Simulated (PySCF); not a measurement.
BCl, SMILES Cl[B] (connectivity only; charge and spin as stated), charge +1, multiplicity 2. Atoms are numbered in the order given.

```xyz
2

B      0.0000     0.0000    -1.2366
Cl     0.0000     0.0000     0.3637
```
Charge +1, spin multiplicity 2.

Coordinates come from a B3LYP-D3(BJ)/def2-TZVPD optimisation.

Method: PySCF with PBE/pcH-1.

Unrestricted Kohn–Sham, ⟨S²⟩ = 0.759. Hyperfine tensors hold the contact and dipolar terms, without spin-orbit corrections.

**Question.** Estimate the hyperfine couplings. (The exact figures need the calculation; the answer reports its results.)

**Answer.** 
| nucleus | A(iso) (MHz) | A(iso) (G) | dipolar principal values (MHz) |
|---|---|---|---|
| 11B no. 1 | 1395.9 | 498.1 | -27.9, -27.9, 55.8 |
| 35Cl no. 2 | 23.3 | 8.3 | -28.8, -28.8, 57.5 |
